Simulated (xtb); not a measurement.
C₄H₆F₂O₂, singlet, from a rough starting geometry; GFN2-xTB in xtb 6.7.1.

The xtb input:
```
$ xtb mol.xyz --gfn 2 --opt vtight --json

# file mol.xyz
14

C     -1.80943309     0.62693894     0.61393583
C     -0.98160343     1.28068438    -0.29042852
O      0.02893173     0.74924519    -0.97766455
C      0.31307568    -0.71698008    -0.79988166
F      1.05354739    -1.02545326    -1.96933069
F     -0.76242185    -1.52006066    -0.86537443
C      1.15702828    -0.90316999     0.41433536
O      2.36716430    -0.02283043     0.56077030
H     -2.53171352     1.29393501     1.14664007
H     -1.79739269    -0.30863616     0.93497926
H     -1.12162331     2.29864584    -0.62057468
H      0.59515736    -0.76319650     1.37973300
H      1.54458151    -1.91284598     0.46039745
H      2.06972392     0.82642395     0.21285712
```

The log (banner, timings and long lists left out):

```
   ID    Z sym.   atoms
    1    6 C      1, 2, 4, 7
    2    8 O      3, 8
    3    9 F      5, 6
    4    1 H      9-14

           -------------------------------------------------
          |                Calculation Setup                |
           -------------------------------------------------

           -------------------------------------------------
          |                 G F N 2 - x T B                 |
           -------------------------------------------------

          ...................................................
          :                      SETUP                      :
          :.................................................:
          :  # basis functions                  38          :
          :  # atomic orbitals                  38          :
          :  # shells                           22          :
          :  # electrons                        48          :
          :  max. iterations                   250          :
          :  Hamiltonian                  GFN2-xTB          :
          :  restarted?                      false          :
          :  GBSA solvation                  false          :
          :  PC potential                    false          :
          :  electronic temp.          300.0000000     K    :
          :  accuracy                    1.0000000          :
          :  -> integral cutoff          0.2500000E+02      :
          :  -> integral neglect         0.1000000E-07      :
          :  -> SCF convergence          0.1000000E-05 Eh   :
          :  -> wf. convergence          0.1000000E-03 e    :
          :  Broyden damping             0.4000000          :
          :  net charge                          0          :
          :  unpaired electrons                  0          :
          ...................................................

 iter      E             dE          RMSdq      gap      omega  full diag
   1    -29.2650918 -0.292651E+02  0.478E+00    4.87       0.0  T
   2    -29.3289826 -0.638907E-01  0.301E+00    4.60       1.0  T
   3    -29.3356325 -0.664992E-02  0.183E+00    4.81       1.0  T
   4    -29.3482162 -0.125837E-01  0.886E-01    4.62       1.0  T
   5    -29.3545305 -0.631435E-02  0.108E-01    4.65       1.0  T
   6    -29.3545561 -0.256072E-04  0.453E-02    4.65       1.0  T
   7    -29.3545605 -0.439840E-05  0.173E-02    4.65       1.5  T
   8    -29.3545607 -0.222420E-06  0.534E-03    4.65       5.0  T
   9    -29.3545608 -0.794872E-07  0.170E-03    4.65      15.7  T
  10    -29.3545608 -0.424029E-08  0.546E-04    4.65      48.9  T
  11    -29.3545608 -0.798831E-09  0.212E-04    4.65     125.9  T

   *** convergence criteria satisfied after 11 iterations ***

         :::::::::::::::::::::::::::::::::::::::::::::::::::::
         ::                     SUMMARY                     ::
         :::::::::::::::::::::::::::::::::::::::::::::::::::::
         :: total energy             -29.153222899422 Eh    ::
         :: gradient norm              0.219125720611 Eh/a0 ::
         :: HOMO-LUMO gap              4.649983099476 eV    ::
         ::.................................................::
         :: SCC energy               -29.354539808919 Eh    ::
         :: -> isotropic ES            0.068061751283 Eh    ::
         :: -> anisotropic ES          0.001660145751 Eh    ::
         :: -> anisotropic XC         -0.006926949234 Eh    ::
         :: -> dispersion             -0.008411268466 Eh    ::
         :: repulsion energy           0.201316909497 Eh    ::
         :: add. restraining           0.000000000000 Eh    ::
         :: total charge              -0.000000000000 e     ::
         :::::::::::::::::::::::::::::::::::::::::::::::::::::

      -----------------------------------------------------------
     |                   =====================                   |
     |                        A N C O P T                        |
     |                   =====================                   |
[...]
 * total energy  :   -29.1892126 Eh     change       -0.4925046E-03 Eh
 * total energy  :   -29.1893629 Eh     change       -0.1503279E-03 Eh
 * total energy  :   -29.1894170 Eh     change       -0.5404129E-04 Eh
 * total energy  :   -29.1894341 Eh     change       -0.1714722E-04 Eh
 * total energy  :   -29.1894509 Eh     change       -0.1683734E-04 Eh
 * total energy  :   -29.1894597 Eh     change       -0.8747298E-05 Eh
 * total energy  :   -29.1894660 Eh     change       -0.6287450E-05 Eh
 * total energy  :   -29.1894665 Eh     change       -0.5471432E-06 Eh
 * total energy  :   -29.1894668 Eh     change       -0.2277051E-06 Eh
 * total energy  :   -29.1894669 Eh     change       -0.1497186E-06 Eh
 * total energy  :   -29.1894670 Eh     change       -0.1216787E-06 Eh
 * total energy  :   -29.1894671 Eh     change       -0.7899361E-07 Eh
   *** GEOMETRY OPTIMIZATION CONVERGED AFTER 15 ITERATIONS ***
         :: total energy             -29.189467106999 Eh    ::
[...]
        31                          0.1071390               2.9154
        32                          0.1280866               3.4854
        33                          0.1357411               3.6937
        34                          0.1751001               4.7647
        35                          0.2226619               6.0589
       ...                                ...                  ...
        38                          0.6106337              16.6162
      -------------------------------------------------------------
                  HL-Gap            0.1946613 Eh            5.2970 eV
             Fermi-level           -0.3287038 Eh           -8.9445 eV

     #   Z          covCN         q      C6AA      α(0)
     1   6 C        2.833    -0.125    31.166     9.148
     2   6 C        2.776     0.100    25.758     8.313
     3   8 O        1.707    -0.272    18.509     5.809
     4   6 C        3.411     0.447    16.646     6.272
     5   9 F        0.789    -0.206    11.302     3.971
     6   9 F        0.787    -0.234    11.591     4.022
     7   6 C        3.675     0.057    19.846     6.383
     8   8 O        1.656    -0.414    21.115     6.203
     9   1 H        0.926     0.066     2.131     2.283
    10   1 H        0.926     0.065     2.137     2.286
    11   1 H        0.926     0.074     2.045     2.236
    12   1 H        0.923     0.049     2.327     2.385
    13   1 H        0.924     0.086     1.918     2.166
    14   1 H        0.805     0.306     0.704     1.318

 Mol. C6AA /au·bohr⁶  :       1824.306072
 Mol. C8AA /au·bohr⁸  :      39318.556529
 Mol. α(0) /au        :         62.794233

Wiberg/Mayer (AO) data.
largest (>0.10) Wiberg bond orders for each atom

 ---------------------------------------------------------------------------
     #   Z sym  total        # sym  WBO       # sym  WBO       # sym  WBO
 ---------------------------------------------------------------------------
     1   6 C    3.984 --     2 C    1.916     9 H    0.972    10 H    0.969
                             3 O    0.109
     2   6 C    3.904 --     1 C    1.916     3 O    1.001    11 H    0.954
     3   8 O    2.245 --     4 C    1.002     2 C    1.001     1 C    0.109
     4   6 C    3.856 --     3 O    1.002     5 F    0.945     7 C    0.937
                             6 F    0.919
     5   9 F    1.065 --     4 C    0.945
     6   9 F    1.043 --     4 C    0.919
     7   6 C    3.961 --     8 O    1.025    13 H    0.965    12 H    0.960
                             4 C    0.937
     8   8 O    1.976 --     7 C    1.025    14 H    0.887
     9   1 H    0.996 --     1 C    0.972
    10   1 H    0.996 --     1 C    0.969
    11   1 H    0.995 --     2 C    0.954
    12   1 H    0.998 --     7 C    0.960
    13   1 H    0.993 --     7 C    0.965
    14   1 H    0.907 --     8 O    0.887
 ---------------------------------------------------------------------------

Topologies differ in total number of bonds
Writing topology from bond orders to xtbtopo.mol

molecular dipole:
                 x           y           z       tot (Debye)
 q only:       -0.439       0.727       0.920
   full:       -0.626       0.809       0.952       3.551
molecular quadrupole (traceless):
                xx          xy          yy          xz          yz          zz
 q only:       -1.467      -1.228       4.224      -0.652      -2.407      -2.757
  q+dip:       -4.065      -1.291       6.110      -1.013      -3.579      -2.045
   full:       -3.503      -0.996       5.899      -0.617      -3.085      -2.396

optimized geometry written to: xtbopt.xyz

           -------------------------------------------------
          | TOTAL ENERGY              -29.189467106999 Eh   |
          | GRADIENT NORM               0.000066170206 Eh/α |
          | HOMO-LUMO GAP               5.297002850574 eV   |
           -------------------------------------------------

normal termination of xtb
```
